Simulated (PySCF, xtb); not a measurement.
BFH₃NO, SMILES B(N)(O)F.

Coordinates come from a PBE0-D3(BJ)/def2-SVP optimisation. One conformer was computed; it need not be the lowest.

Level of theory: C-PCM-PBE0/def2-SVP (PySCF).

The values are the electrostatic part of the solvation free energy, E(continuum) − E(gas) at the gas-phase geometry, in a cavity of scaled van der Waals radii (PySCF's table); cavitation and dispersion terms are not included. In vacuum the orbital gap is 9.40 eV. The dipole moment in vacuum is 0.80 D.

Estimate the values in water (ε = 78.36), chloroform (ε = 4.71), 1-octanol (ε = 9.86). (An estimate is asked for; the answer gives what the named calculation found.)


```
solvent         ε  ΔG(elec) (kcal/mol)  dipole (D)  gap (eV)
----------  -----  -------------------  ----------  --------
water       78.36                 -6.1        0.92      9.60
chloroform   4.71                 -4.8        0.89      9.56
1-octanol    9.86                 -5.5        0.91      9.58
```

For comparison, GFN2-xTB/ALPB(water) (xtb, at the GFN2-xTB geometry, all terms of that model) gives -8.8 kcal/mol.
